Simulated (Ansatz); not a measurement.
Geometry optimisation, RKS PBE-D4/def2-SVP (Ansatz 0.2.0).

Input file:

```yaml
crystal:
  periodic: [false, false, false]
  atoms:
    - { symbol: Ge, position_ang: [-0.393952, 1.402107, 0.063548] }
    - { symbol: Cl, position_ang: [3.04837, 0.838298, 0.564686] }
    - { symbol: "N", position_ang: [-0.045448, -0.172612, -0.547813] }
    - { symbol: C, position_ang: [-0.786195, -1.358095, -0.173243] }
    - { symbol: H, position_ang: [2.215197, 0.131268, -0.181085] }
    - { symbol: H, position_ang: [-1.576943, 1.772968, 1.015821] }
    - { symbol: H, position_ang: [0.472695, 2.556915, -0.467857] }
    - { symbol: H, position_ang: [-0.091809, -2.111716, 0.26986] }
    - { symbol: H, position_ang: [-1.20879, -1.837694, -1.089479] }
    - { symbol: H, position_ang: [-1.633226, -1.22144, 0.545762] }
basis:
  gaussian: { orbitals: def2-SVP }
hamiltonian:
  xc: pbe
  dispersion: d4
relax:
  f_tol: 0.03
  max_steps: 50
```

Launched with:

```bash
$ ansatz run input.yaml --threads 2 --pin off --max-ram 3072MiB --backend cpu --events-out ev --progress --plain --runs-dir out
```

Where does it end, and by what steps?

The run converged. The force dipped under the threshold on the way, but the program's further checks kept it going. After 14 steps the energy has fallen by 0.304 eV; Cl2 moved furthest, 1.08 Å.

```tsv
step	energy less start (eV)	largest force component (eV/Å)	accepted
0	0.0000	0.243	yes
1	-0.0712	0.377	yes
2	-0.1500	0.142	yes
3	-0.2168	0.449	yes
4	-0.2532	0.214	yes
5	-0.2732	0.198	yes
6	-0.2815	0.415	yes
7	-0.2640	0.765	no
8	-0.2952	0.133	yes
9	-0.3001	0.024	yes
10	-0.3013	0.140	yes
11	-0.3025	0.089	yes
12	-0.3028	0.039	yes
13	-0.3038	0.019	yes
14	-0.3040	0.030	yes
```

```xyz
10
Properties=species:S:1:pos:R:3
Ge -0.446 1.523 0.218
Cl 2.999 0.382 -0.417
N 0.147 -0.079 -0.031
C -0.609 -1.308 -0.038
H 1.644 0.006 -0.253
H -1.941 1.845 0.486
H 0.584 2.656 0.176
H -0.199 -2.001 0.732
H -0.474 -1.823 -1.016
H -1.704 -1.200 0.145
```

Whether the end is a true minimum wasn't checked by a vibrational analysis.

Time of the run: 28 s on 2 threads of Intel(R) Xeon(R) Platinum 8488C (Sapphire Rapids), with other jobs on the host, peak memory 0.17 GiB.
